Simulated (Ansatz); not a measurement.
A trace of molecular dynamics of H6O2Si2 (10 atoms, charge 0, multiplicity 1).

The calculation used RKS r2SCAN/6-31G in Ansatz.

- ensemble: NVE (velocity Verlet)
- starting velocities drawn for: 200 K
- seed: 662963

```tsv
time (fs)	T (K)	potential energy less start (eV)	conserved less start (meV/atom)
0	200	0.000	0.00
3	219	-0.020	-0.03
6	207	-0.008	-0.04
9	141	0.061	0.03
12	226	-0.028	-0.06
15	211	-0.011	0.00
18	225	-0.026	0.00
21	246	-0.048	-0.07
24	137	0.065	0.03
27	169	0.032	-0.03
30	168	0.033	-0.02
33	197	0.003	0.00
36	283	-0.087	-0.05
39	224	-0.025	-0.01
42	207	-0.007	-0.04
45	157	0.045	0.00
48	131	0.072	0.01
51	219	-0.021	-0.05
54	205	-0.005	0.00
57	208	-0.008	-0.03
60	200	-0.001	-0.03
63	155	0.047	0.02
66	223	-0.024	-0.03
69	224	-0.025	-0.04
72	191	0.009	-0.01
75	177	0.024	-0.03
78	117	0.085	0.00
81	175	0.026	-0.01
```

Task: Is this trajectory sound?

Result: The conserved energy stayed within 0.068 meV per atom of its start (net change -0.061 meV per atom), so the integration is sound. A run of 0.083 ps of so small a system gives no equilibrium averages. Limits of this set-up: no polarisation functions. The time step was 0.5 fs.

The run took 5.9 min on 2 threads of Intel(R) Xeon(R) Platinum 8259CL CPU @ 2.50GHz (Skylake/Cascade Lake), on a shared host, peak memory 0.14 GiB.
